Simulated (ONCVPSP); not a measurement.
**Before and after: ONCV potential for Al (Z = 13)**

Al (Z = 13), optimised norm-conserving Vanderbilt (ONCV), made with ONCVPSP 4.0.1 (LDA (Perdew-Zunger), scalar-relativistic). Core [He], reference 2s2 2p6 3s2 3p0.75 (charge +0.25). Waves: 2s+3s: rc 1.20 bohr, ncon 3, nbas 8, qcut 11.6 1/bohr, 2 projectors; 2p+3p: rc 1.20 bohr, ncon 4, nbas 8, qcut 13.1 1/bohr, 2 projectors. Local part: polynomial inside 1.20 bohr (lpopt 5, dvloc0 0 Ha). Core correction: Teter function, fcfact 1.75, rcfact 1.8.

All-electron outer shells of the reference configuration (LDA (Perdew-Zunger), scalar-relativistic, ld1.x):

```json
{"shell": "1s", "level (eV)": "-1506.16", "outermost node (bohr)": "–", "outermost maximum (bohr)": "0.08"}
{"shell": "2s", "level (eV)": "-109.33", "outermost node (bohr)": "0.17", "outermost maximum (bohr)": "0.50"}
{"shell": "2p", "level (eV)": "-71.55", "outermost node (bohr)": "–", "outermost maximum (bohr)": "0.43"}
{"shell": "3s", "level (eV)": "-9.45", "outermost node (bohr)": "0.80", "outermost maximum (bohr)": "2.06"}
{"shell": "3p", "level (eV)": "-4.23", "outermost node (bohr)": "0.82", "outermost maximum (bohr)": "2.58"}
```

Change: s: qcut 15.8.

Cutoffs: the cutoffs (Ha) at which the residual kinetic energy of the hardest occupied pseudo-wave falls to 1 and 0.1 mHa per electron; they do not see the model core or the augmentation charge, which bear on the density cutoff. Errors are all-electron minus pseudo energies relative to the spin-unpolarised reference configuration.

Question: Predict the effect on cutoff, ghosts and configuration errors.

Answer: The potential gets neither clearly harder nor softer (62 Ha and 70 Ha → 62 Ha and 70 Ha); a bound ghost appears in s, which as a rule spoils a file; the errors of the 4 common tests hardly move.

```csv
quantity,base,changed
"cutoff, loose",62 Ha,62 Ha
"cutoff, tight",70 Ha,70 Ha
loose cutoff by channel,"s 27 Ha, p 62 Ha","s 50 Ha, p 62 Ha"
bound ghosts,none,s
GHOST(+) flags under 300 eV,none,none
"error for 2s2 2p6 3s2 3p1, meV [ΔE -0.88 eV]",0.0,0.0
"error for 2s2 2p6 3s2 3p0, meV [ΔE 4.97 eV]",+0.2,+0.1
"error for 2s2 2p6 3s1 3p0, meV [ΔE 24.35 eV]",-1.0,-1.0
"error for 2s2 2p6 3s0 3p0, meV [ΔE 52.78 eV]",-6.9,-6.2
s: phases at 1.22 bohr within 0.05 rad from the reference energy up to (Ha; the scan ends near 5),to the end of the scan,to the end of the scan
p: phases at 1.22 bohr within 0.05 rad from the reference energy up to (Ha; the scan ends near 5),to the end of the scan,to the end of the scan
"rms error of d²Exc/dni dnj with the model core, mHa",0.72,0.93
```

 A true bound ghost makes a file unfit for plane-wave use even where its test errors are small: the radial tests pick states by their node count and pass the ghost by.
